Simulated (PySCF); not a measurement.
C3H9O2Sn (SMILES C[CH](C)[Sn]([OH])[OH]), doublet (typed; the unrestricted solution is spin-contaminated), geometry from GFN2-xTB (such geometries of metal compounds can be far from the true shape) (the spin is typed, not shown lowest) (all electrons, no relativity). Base run: HF/STO-3G (PySCF).

Geometry (Å):
```xyz
15

Sn     0.4640     0.3320     0.5085
C     -0.7099    -1.0496    -1.4993
C      0.0168    -2.3414    -1.6507
C     -0.7201    -0.1151    -2.6557
H     -1.6487    -1.1142    -0.9596
H     -0.5354    -3.0008    -2.3301
H      1.0095    -2.1946    -2.0746
H      0.1038    -2.8599    -0.6971
H     -1.0329     0.8791    -2.3427
H     -1.4370    -0.4589    -3.4094
H      0.2579    -0.0542    -3.1295
O     -0.7561     1.9789     0.3733
H     -1.3516     2.1155     1.1072
O     -0.4833    -0.4375     2.1984
H     -0.1730    -1.2057     2.6705
```
Charge 0, spin multiplicity 2.
Orbitals are unrestricted.
All else is at PySCF's defaults.

Variants of this job, named by their change:

```
change                                                                                   basis functions       E (Eh)  HOMO (eV)  dipole (D)                outcome
---------------------------------------------------------------------------------------  ---------------  -----------  ---------  ----------  ---------------------
base                                                                                                  61  -6228.36237      -5.50        2.34              converged
basis = jorge-DZP-DKH; relativity = spin-free X2C; nucleus = Gaussian (with nucmod='G')              168  -6437.27424      -9.19        4.63              converged
basis = jorge-DZP-DKH; relativity = spin-free X2C                                                    168  -6437.41679      -9.19        4.63              converged
basis = ANO-RCC-VDZP; relativity = spin-free X2C; nucleus = Gaussian (with nucmod='G')                 -            -          -           -  cut at the time limit
basis = ANO-RCC-VDZP; relativity = none                                                                -            -          -           -  cut at the time limit
basis = x2c-SVPall; relativity = spin-free X2C                                                       151  -6441.73001      -8.87        3.83              converged
basis = ANO-RCC-VDZP; relativity = spin-free X2C                                                       -            -          -           -  cut at the time limit
basis = jorge-DZP-DKH; relativity = none                                                             168  -6231.16458      -8.92        4.21              converged
```

Totals shift with the method and basis; they matter in differences.

Open shells are given as the SCF converged; they aren't shown to be the lowest states, and a large step between rows can be another state.

Basis sets contracted for a relativistic Hamiltonian are a mismatch without it, so the rows without relativity aren't non-relativistic limits. No row has spin-orbit coupling; sets with core potentials leave out the core electrons.
